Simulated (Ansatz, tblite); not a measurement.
Isomers of LaB6⁺ (singlet), found by a short tight-binding search and relaxed with B3LYP-D4/def2-SVP in Ansatz.

In the def2 sets La takes a core potential; there is no spin–orbit coupling. The xTB rows come from tblite. B3LYP takes the VWN-RPA correlation. HSE06 is defined as in plane-wave codes, on full-range PBE exchange.

Run but left out: HF/def2-TZVPP, MP2/def2-TZVPP, CCSD/def2-TZVPP, CCSD(T)/def2-TZVPP (A: restricted singlet, unstable towards broken spin symmetry).

A: The restricted singlet is unstable towards broken spin symmetry in Hartree–Fock (as tested in another run); at PBE-D4/def2-TZVP, r2SCAN-D4/def2-TZVP, B3LYP-D4/def2-TZVP, PBE0-D4/def2-TZVP and others this wasn't settled.

Other spin states were run for one of them alone.

A:

Cartesian coordinates in Å:
```
La 1.6333 1.1118 0.6749
B -0.2458 1.5060 -0.9387
B 0.1167 -1.0304 -0.3324
B 0.5421 -1.1252 1.2748
B -0.9748 -0.7526 1.0213
B 0.0237 0.0365 -1.4934
B -1.0951 0.2539 -0.2065
```

B:

```xyz
7

La    2.105   -1.754   -1.980
B    -1.596    0.603    1.082
B     0.098   -1.394   -0.868
B     0.182    1.104    0.558
B    -0.771   -0.359    0.142
B    -0.824    1.848    1.473
B     0.806   -0.047   -0.407
```

Estimate their order by electronic energy at PBE0-D4/def2-TZVP, counted from the lowest.

A (0.0) < B (9.8), in kJ/mol.

Do the other levels pick the same lowest one?

Not GFN2-xTB, PBE-D4/def2-TZVP, B3LYP-D4/def2-TZVP. Energies above each level's lowest (kJ/mol):

```json
{"level": "GFN1-xTB", "A": "0.0", "B": "105.8"}
{"level": "GFN2-xTB", "A": "98.2", "B": "0.0"}
{"level": "PBE-D4/def2-TZVP", "A": "1.2", "B": "0.0"}
{"level": "r2SCAN-D4/def2-TZVP", "A": "0.0", "B": "3.3"}
{"level": "B3LYP-D4/def2-TZVP", "A": "15.5", "B": "0.0"}
{"level": "PBE0-D4/def2-TZVP", "A": "0.0", "B": "9.8"}
{"level": "HSE06-D4/def2-TZVP", "A": "0.0", "B": "8.0"}
```
Point groups (tolerance 0.1 Å): A not assigned, B Cs. Lower isomers may exist.
